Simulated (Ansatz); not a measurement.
`c1csc(-c2ccc(-c3ccc(-c4cccs4)s3)s2)c1`. Charge 0, multiplicity 1. Geometry PBE-D4/def2-SVP; atoms count from 1.

Cartesian coordinates in Å:
```
C 0.1849 -1.4880 -6.7718
C 1.5096 -1.8112 -6.5373
S 1.9370 -1.5761 -4.8773
C 0.3211 -1.0402 -4.4656
C -0.0328 -0.6563 -3.1172
C -1.2692 -0.2125 -2.6436
C -1.2710 0.0820 -1.2610
C -0.0366 -0.1295 -0.6417
C 0.3342 0.0607 0.7373
C 1.5653 -0.1497 1.3622
C 1.5549 0.1488 2.7449
C 0.3164 0.5930 3.2108
C -0.0733 0.9868 4.5449
C -1.3118 1.4336 5.0057
C -1.3207 1.7324 6.3969
C -0.0939 1.5156 6.9972
S 1.0826 0.9479 5.8622
S -0.8446 0.6365 1.9003
S 1.1341 -0.7036 -1.8123
C -0.4920 -1.0500 -5.6002
H -0.2879 -1.5640 -7.7606
H 2.2628 -2.1730 -7.2475
H -2.1494 -0.1055 -3.2912
H -2.1520 0.4433 -0.7119
H 2.4492 -0.5120 0.8186
H 2.4301 0.0456 3.4017
H -2.1857 1.5384 4.3472
H -2.2028 2.0960 6.9415
H 0.1894 1.6598 8.0470
H -1.5478 -0.7489 -5.5790
```

Single mean-field runs in def2-TZVP are fitted with def2-universal-jkfit.

Q: Estimate the Mulliken populations of the heavy atoms from the PBE0/def2-TZVP orbitals of Ansatz.

A: 
```json
{"atom": "C1", "charge (e)": "-0.14"}
{"atom": "C2", "charge (e)": "-0.19"}
{"atom": "S3", "charge (e)": "0.04"}
{"atom": "C4", "charge (e)": "0.01"}
{"atom": "C5", "charge (e)": "0.17"}
{"atom": "C6", "charge (e)": "-0.21"}
{"atom": "C7", "charge (e)": "-0.16"}
{"atom": "C8", "charge (e)": "0.04"}
{"atom": "C9", "charge (e)": "0.06"}
{"atom": "C10", "charge (e)": "-0.18"}
{"atom": "C11", "charge (e)": "-0.15"}
{"atom": "C12", "charge (e)": "0.13"}
{"atom": "C13", "charge (e)": "-0.03"}
{"atom": "C14", "charge (e)": "-0.20"}
{"atom": "C15", "charge (e)": "-0.15"}
{"atom": "C16", "charge (e)": "-0.19"}
{"atom": "S17", "charge (e)": "0.04"}
{"atom": "S18", "charge (e)": "-0.02"}
{"atom": "S19", "charge (e)": "0.00"}
{"atom": "C20", "charge (e)": "-0.23"}
```
Mulliken values depend strongly on the basis.

Q: And the Mayer bond orders between heavy atoms (over 0.3)?

A: C1–C2 1.64 (1.38 Å); C1–C20 1.33 (1.42 Å); C2–S3 1.25 (1.73 Å); S3–C4 1.29 (1.75 Å); C4–C5 0.95 (1.45 Å); C4–C20 1.52 (1.40 Å); C5–C6 1.49 (1.40 Å); C5–S19 1.24 (1.75 Å); C6–C7 1.33 (1.41 Å); C7–C8 1.41 (1.40 Å); C8–C9 1.01 (1.44 Å); C8–S19 1.27 (1.75 Å); C9–C10 1.41 (1.40 Å); C9–S18 1.26 (1.75 Å); C10–C11 1.32 (1.41 Å); C11–C12 1.43 (1.40 Å); C12–C13 0.99 (1.44 Å); C12–S18 1.25 (1.75 Å); C13–C14 1.47 (1.39 Å); C13–S17 1.30 (1.75 Å); C14–C15 1.33 (1.42 Å); C15–C16 1.65 (1.38 Å); C16–S17 1.25 (1.73 Å).
